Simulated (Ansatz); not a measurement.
Stepwise reaction of `[SiH3]C#[C][GeH3]` with water, as a gas-phase model of exchange steps in deposition or etching. ΔE in kJ/mol.

Isolated molecules relaxed with PBE0-D4/def2-TZVP in Ansatz; ΔE leaves out vibrations. CCSD(T)/CBS is the MP2 limit (def2-TZVPP, def2-QZVPP) plus CCSD(T) − MP2 in def2-TZVPP, frozen cores. This one scheme is used for every species. DFT in def2-TZVPP. B3LYP here is the variant with VWN-RPA as its local correlation; programs differ in this. For Ge outer-core shells are correlated without core-valence functions, which leaves a few kJ/mol of doubt a bond. Scalar relativity is left out up to krypton. One conformer a species, not always the lowest.

```
step                                                  reaction  PBE-D4  B3LYP-D4  ωB97M-V  CCSD(T)/CBS
   1     `[SiH3]C#[C][GeH3]` + H₂O → `O[SiH2]C#[C][GeH3]` + H₂   -65.9     -72.5    -72.9        -70.5
   2  `O[SiH2]C#[C][GeH3]` + H₂O → `O[SiH](O)C#[C][GeH3]` + H₂   -89.0     -94.5    -95.9        -92.5
```

Q: By hand: ΔE of the 2 steps together at CCSD(T)/CBS.

A: (-70.5) + (-92.5) = -163.0 kJ/mol, or -81.5 kJ/mol a step.

In ΔE each step is lower than the one before. All are downhill at CCSD(T)/CBS. PBE-D4 differs from CCSD(T)/CBS by 3.5 to 4.6 kJ/mol a step. Isolated molecules leave out the surface, adducts and barriers. Largest T1 diagnostic: 0.013.
